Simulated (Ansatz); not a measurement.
Reaction: BH3Se (SMILES B[SeH]) → BH2Se (SMILES B[Se], doublet) + H (doublet) (the H-Se bond breaks)
Each species at its own B3LYP-D3(BJ)/def2-TZVP minimum (Ansatz, a quantum-chemistry and plane-wave program).

Total energies in hartree (Ansatz). Open shells are spin-unrestricted; no spin-orbit coupling. Correlated methods leave the cores frozen (noble-gas shells, and filled d and f shells in the p block). No relativity. For partners of very few electrons the exact lower level stands in for a higher one.

| species | HF/cc-pVTZ | CCSD(T)/cc-pVTZ | HF/cc-pVQZ | CCSD(T)/cc-pVQZ | CCSDT(Q)/cc-pVTZ |
|---|---|---|---|---|---|
| 1: BH3Se (SMILES B[SeH]) | -2426.33313 | -2426.64102 | -2426.33815 | -2426.66497 | -2426.64258 |
| 2: BH2Se (SMILES B[Se], doublet) | -2425.74265 | -2426.01511 | -2425.74735 | -2426.03689 | -2426.01687 |
| 3: H (doublet) | -0.49981 | -0.49981 | -0.49995 | -0.49995 | -0.49981 |

Problem. Work out the bond dissociation energy (electronic) in kJ/mol: take Hartree-Fock from cc-pVQZ, extrapolate the CCSD(T) correlation energy as X^-3 (X = 3, 4), and add CCSDT(Q) - CCSD(T) in cc-pVTZ. 1 hartree = 2625.5 kJ/mol.

Solution. 
Species 1: correlation (64·(-0.32682) - 27·(-0.30789))/37 = -0.34063; step -0.00156; E1 = -2426.33815 + (-0.34063) + (-0.00156) = -2426.68034
Species 2: correlation (64·(-0.28954) - 27·(-0.27246))/37 = -0.30200; step -0.00176; E2 = -2425.74735 + (-0.30200) + (-0.00176) = -2426.05111
Species 3: correlation (64·(0.00000) - 27·(0.00000))/37 = 0.00000; step +0.00000; E3 = -0.49995 + (0.00000) + (+0.00000) = -0.49995
-1·E1 +1·E2 +1·E3 = 0.12928 hartree = 339.4 kJ/mol.
